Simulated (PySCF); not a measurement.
## Computed properties of CH5Cl2NSi, SMILES N[Si](C)(Cl)Cl

CH5Cl2NSi, SMILES C[Si](N)(Cl)Cl. Coordinates come from a TPSSh-D3(BJ)/def2-SVP optimisation. This is a generated structure with no PubChem entry under its InChIKey; it may be hypothetical. Other conformers were not sampled. All values are computed for the isolated molecule unless a solvent is named; none is compared with measurement here.

**Structure.** All 24 harmonic modes at TPSSh-D3(BJ)/def2-SVP (PySCF) are real, so it is a minimum. With heavy atoms numbered as in [CH3:1][Si:2]([NH2:3])([Cl:4])[Cl:5], the shortest bond between them is Si2–N3 at 1.715 Å and the longest Si2–Cl4 at 2.090 Å.

**Vibrations.** The strongest infrared lines (harmonic, unscaled, degenerate partners summed) lie at 560 cm⁻¹ (185 km/mol, Si 54 %, Cl 33 %, H 9 %), 907 cm⁻¹ (146 km/mol, Si 42 %, N 35 %, H 19 %), 441 cm⁻¹ (139 km/mol, H 67 %, N 28 %). The softest mode is at 134 cm⁻¹ and the zero-point energy is 41.7 kcal/mol.

**Electronic structure.** HF/def2-TZVP (PySCF) places the frontier levels at -11.60 and 3.21 eV, a gap of 14.81 eV, and gives a dipole moment of 2.59 D and a mean polarisability of 61.5 bohr³. PBE/def2-TZVP (PySCF) at the same geometry gives -6.57 and -0.33 eV, so its gap is 8.57 eV narrower. An orbital gap is neither the optical nor the fundamental gap.

**Excitations.** TDDFT-B3LYP/def2-SVPD (PySCF) has S1 at 6.65 eV (186 nm, f = 0.034, weak); the most intense of the 10 singlets computed lies at 7.72 eV (f = 0.11). T1 (TDA) is at 6.32 eV. TDDFT-PBE/def2-SVPD (PySCF) puts S1 at 6.11 eV. No vertical singlet excitation falls in the visible range (under 3.1 eV).

**NMR.** GIAO shifts at HF/pcSseg-1 (PySCF) (non-relativistic, atoms alike by connectivity averaged): ¹³C at 7.0 ppm against TMS; ¹H from 0.9 to 1.7 ppm against TMS; ²⁹Si at 13.9 ppm against TMS. Without spin–orbit terms, shifts of atoms bonded to Cl or Br come out too high.

**Solvation.** SMD-B3LYP/def2-SVP (PySCF) gives -2.4 kcal/mol in water, -5.6 kcal/mol in 1-octanol, -3.6 kcal/mol in n-hexane (1 M in both phases, gas-phase geometry); of these solvents 1-octanol holds the molecule best.
